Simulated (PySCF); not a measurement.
Stepwise substitution at one centre (Sn OH-C2H5). All species are isolated molecules in the gas phase. One relaxed conformer stands for each flexible species; it need not be the lowest. Strings in code marks are SMILES.

These are B3LYP-D3(BJ)/def2-TZVP // B3LYP-D3(BJ)/def2-SVP (PySCF 2.14.0) values and carry that method's errors. B3LYP has the VWN-RPA correlation part, as in Gaussian. Excitations are Tamm–Dancoff values on a coarser integration grid. The basis has no diffuse functions, so Rydberg states are missing or too high.

```
species                                                    HOMO (eV)  brightest of the four lowest singlets (TDA) (eV)
---------------------------------------------------------  ---------  ------------------------------------------------
0 of 4 OH replaced by C2H5                                       [?]                                              5.68
1 of 4 OH replaced by C2H5 (`C[CH2][Sn]([OH])([OH])[OH]`)      -7.86                                              5.73
2 of 4 OH replaced by C2H5                                     -7.24                                              5.90
4 of 4 OH replaced by C2H5                                     -6.81                                               [?]
```

Task: Some entries are withheld; supply them.

Result: 
- 0 of 4 OH replaced by C2H5, HOMO (eV): -8.86
- 4 of 4 OH replaced by C2H5, brightest of the four lowest singlets (TDA) (eV): 6.31
